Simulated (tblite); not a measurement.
Run record: tight-binding relaxation, `C[Si](C)C(=O)C(F)(F)F` [radical].

Computed with GFN2-xTB geometry optimisation, gas phase (tblite 0.8.0). Start geometry: from a force field or distance geometry. The command runs a driver script over a list of jobs; the input below is this job's line of settings and its coordinates in Å.

Command:
```bash
OMP_NUM_THREADS=1 python probes_run.py task.json out
```

Input:
```
{"job": {"kind": "relax", "xc": "GFN2-xTB", "basis": "xTB"}, "charge": 0, "multiplicity": 2}
C     -0.914100     1.648400    -0.000600
Si    -0.512000    -0.017800    -0.685800
C     -1.882700    -1.216100    -0.201300
C      1.025800    -0.724500     0.036700
O      0.980800    -1.858400     0.573300
C      2.313400     0.005700     0.018100
F      3.262300    -0.815400     0.644100
F      2.310000     1.177500     0.733300
F      2.816100     0.199000    -1.261200
H     -0.254900     1.886000     0.860200
H     -0.740200     2.436300    -0.771700
H     -1.983500     1.680500     0.344300
H     -2.475200    -0.817800     0.664500
H     -2.535600    -1.419700    -1.087700
H     -1.414600    -2.155700     0.111900
```

Estimate the output.

```
step      E/eV     max force
  0    -857.50131    2.715
  1    -857.77166    1.567
  2    -857.84274    1.048
  3    -857.88378    0.734
  4    -857.94042    0.466
  5    -857.96136    0.502
  6    -857.99757    0.371
  7    -858.01618    0.321
  8    -858.03132    0.275
  9    -858.04307    0.319
... (97 lines left out)
107    -858.28972    0.024
108    -858.28983    0.039
109    -858.28993    0.023
110    -858.29000    0.030
111    -858.29006    0.020
112    -858.29012    0.021
113    -858.29017    0.021
114    -858.29023    0.013
115    -858.29025    0.012
116    -858.29027    0.010
```

«max force» is the largest atomic force in eV/Å.

From which step on does the largest force stay under 0.1 eV/Å, and how much energy is left to gain from there?

From step 94 (0.032 eV/Å), 1.5 meV above the end.

Summary of the converged run: energy lowered by 18.2 kcal/mol over 116 steps; largest atomic force 0.010 eV/Å at the end.

Where do the atoms end?

0.497 Å rms from the input after alignment:
```
atom  x, y, z in Å
C1    -0.7472    1.7254   -0.1508
Si2   -0.5415   -0.1508   -0.0117
C3    -2.0319   -1.3087   -0.1001
C4     1.1149   -0.9463    0.1420
O5     1.2990   -2.1664    0.2181
C6     2.2955    0.0234    0.1858
F7     3.4870   -0.5540    0.2508
F8     2.1993    0.8664    1.2422
F9     2.2995    0.8316   -0.9015
H10   -0.0257    2.2542    0.4674
H11   -0.6071    2.0648   -1.1745
H12   -1.7431    2.0253    0.1643
H13   -2.7071   -1.1585    0.7390
H14   -2.6022   -1.1564   -1.0133
H15   -1.6940   -2.3419   -0.0796
```

The run took 0.68 s of wall time on an Arm Neoverse V2 with one thread, no GPU, shared host.
Labels such as C1 count atoms from 1, the log's own numbers from 0.
